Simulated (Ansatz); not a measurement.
Z-matrix (Å, degrees):
```
In
H 1 1.7359
H 1 1.7366 2 120.26
H 1 1.7412 2 119.15 3 -165.49
S 1 2.8735 2 94.46 4 -97.26
H 5 1.3511 1 95.75 2 169.79
H 5 1.3511 6 92.73 1 96.34
```
Charge 0, multiplicity 1.

Method: frozen-core CCSD(T)/def2-TZVPP // PBE0-D4/def2-SVP (Ansatz, a quantum-chemistry and plane-wave program).

```
Quantity                        Value
----------------------  -------------
HF energy               -589.62932 Ha
MP2 correlation energy    -0.50401 Ha
```

Q: Estimate the CCSD correlation energy, the (T) correction, the total energy and the T1 diagnostic.

A: 
```yaml
CCSD correlation energy: -0.53925 Ha
"(T) correction": -0.01666 Ha
CCSD(T) total energy: -590.18523 Ha
T1 diagnostic: 0.013
```
